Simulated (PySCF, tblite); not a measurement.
Q: Give a GFN2-xTB geometry of `CSc1cnn([SiH](C)C)n1`.

A: 
Z-matrix in Å and degrees, rows numbered from 1:
```
C 
S   1  1.8146
C   2  1.7368  1   99.04
C   3  1.4112  2  127.84  1  -179.96
N   4  1.3147  3  107.48  2  -179.94
N   5  1.3213  4  105.97  3    -0.03
Si  6  1.7731  5  122.22  4   179.93
C   7  1.8968  6  106.49  5    59.72
C   7  1.8968  6  106.49  5   -59.45
N   3  1.3240  2  124.19  1     0.11
H   1  1.0851  2  106.87  3  -179.96
H   1  1.0851  2  108.88  3    60.11
H   1  1.0851  2  108.85  3   -60.07
H   4  1.0690  3  129.30  2     0.06
H   7  1.4635  6  102.66  5  -179.87
H   8  1.0864  7  111.63  6    61.56
H   8  1.0854  7  111.35  6  -177.99
H   8  1.0872  7  110.56  6   -58.10
H   9  1.0863  7  111.63  6   -61.52
H   9  1.0871  7  110.56  6    58.09
H   9  1.0853  7  111.36  6   178.03
```

Of the pairs four or more bonds apart, N10···H13 is among the closest relative to their van der Waals radii: 2.72 Å, 99 % of the sum of Bondi's values. N6 (pyrrole-type nitrogen) is planar (angles 124.3°, 122.2° and 113.5°, sum 360.0°, 0.00 Å off the plane of its three neighbours). The 5-membered ring C3–C4–N5–N6–N10 has internal angles of 105.0° to 113.5°; it is planar, 0.00 Å rms from its mean plane, widest ring torsion 0°. The 2 C–S bonds span 1.737 Å (S2–C3, drawn single) to 1.815 Å (C1–S2, drawn single), a spread of 0.078 Å.

The geometry is computed with GFN2-xTB (gas phase).

Point group: Cs (tolerance 0.08 Å). Its lowest GFN2-xTB frequency is 10i cm⁻¹, too small to tell a flat minimum from a shallow saddle. One conformer, not necessarily the lowest (C1–S2–C3–C4 180°, N5–N6–Si7–C8 60°). 3 starts were optimised and ended at 0.00, 2.12 and 2.85 kcal/mol (GFN2-xTB); the lowest of these is shown.
